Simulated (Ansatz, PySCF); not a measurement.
System: C3H4Cl (charge 0, doublet). It need not be the lowest isomer of its formula. 
Coordinates optimised at B3LYP-D3(BJ)/def2-TZVP (Ansatz, a quantum-chemistry and plane-wave program):
SMILES: [CH]=CCCl
```xyz
8

C     -2.2223    -0.1171    -0.5726
C     -1.0925    -0.6213    -0.1600
C      0.2465    -0.2208    -0.6877
Cl     1.2830     0.4654     0.6362
H     -3.2770    -0.2325    -0.3841
H     -1.0858    -1.3896     0.6173
H      0.1649     0.5432    -1.4542
H      0.7968    -1.0767    -1.0725
```
Charge 0, spin multiplicity 2.

Total electronic energies in hartree. Correlated levels leave the core frozen unless marked. UHF or UKS for open shells. No spin-orbit coupling. Non-relativistic. CBS(X,Y): correlation extrapolated as X^-3; Hartree-Fock from the larger set. The bracket is a focal-point correction in the basis named.

The UHF reference is spin-contaminated (<S^2> 0.18 over the pure value in the largest basis). 

| level | program | energy (Eh) |
|---|---|---|
| HF/STO-3G | Ansatz | -569.01593 |
| HF/6-31G | Ansatz | -575.26551 |
| r2SCAN/def2-TZVPD | Ansatz | ? |
| B3LYP-D3(BJ)/def2-TZVPD | Ansatz + dftd3 | -576.90483 |
| PBE0/def2-TZVPD | Ansatz | ? |
| TPSSh/def2-TZVPD | PySCF | ? |
| HSE06-D4/def2-TZVPD | Ansatz + dftd4 | -576.56718 |
| RI-MP2/CBS(cc-pV(T+d)Z,cc-pV(Q+d)Z) | Ansatz | -576.1401 |
| RI-MP2/CBS(aug-cc-pV(T+d)Z,aug-cc-pV(Q+d)Z)+[CCSD(T)-MP2]/aug-cc-pV(T+d)Z | Ansatz | -576.2258 |

### Question
What belongs in the gaps?

### Answer

- r2SCAN/def2-TZVPD, energy (Eh): -576.77317
- PBE0/def2-TZVPD, energy (Eh): -576.57783
- TPSSh/def2-TZVPD, energy (Eh): -576.90217
